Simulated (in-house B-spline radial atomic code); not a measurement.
A run on Cs (an excited or competing configuration) that did not converge. Method: scalar-relativistic (X2C) B97-1, spin-polarised, spherical fractional occupations, exact exchange averaged over the configuration, Fermi nucleus of rms radius 4.8041 fm; computed with a B-spline radial code for spherical atoms.

Command:
```bash
python run_scf.py task.json out
```
Settings (nuclear radius in fm, mass in u):
```
Z                55
configuration    [Kr] 4d10 5s2 5p5 6s1 6f1
hamiltonian      x2c
method           b97_1
spin_polarised   True
nucleus          fermi
rms_radius       4.8041
atomic_mass      132.90545
speed_of_light   137.035999084
exact_exchange   averaged over the configuration
```

First and last ten iterations of the last attempt (damped for 15 steps, keeping 80 % of the old Fock matrix, then DIIS):
```
 iter        energy (Eh)    residual
    1       -7780.790852    4.78e-01
    2       -7782.912724    2.96e-01
    3       -7784.236266    1.94e-01
    4       -7784.842287    1.26e-01
    5       -7785.114518    8.11e-02
    6       -7785.233601    5.19e-02
    7       -7785.284384    3.31e-02
    8       -7785.303939    2.14e-02
    9       -7785.308189    1.49e-02
   10       -7785.316583    9.57e-03
  111       -7785.324066    1.58e-04
  112       -7785.324073    1.01e-04
  113       -7785.324068    1.12e-04
  114       -7785.324071    5.12e-05
  115       -7785.324069    6.93e-05
  116       -7785.324078    2.75e-05
  117       -7785.324080    2.99e-05
  118       -7785.324085    8.10e-05
  119       -7785.324085    7.80e-05
  120       -7785.324087    9.11e-05
 not converged after 120 iterations
```

The smallest residual met was 2.7e-05; the threshold is about 6e-07. Over the last five steps the energy moves by less than 2e-05 hartree, but the orbitals didn't meet the threshold. Run time, properties included: 13 s on 1 thread of Arm Neoverse V1, with other jobs on the host.
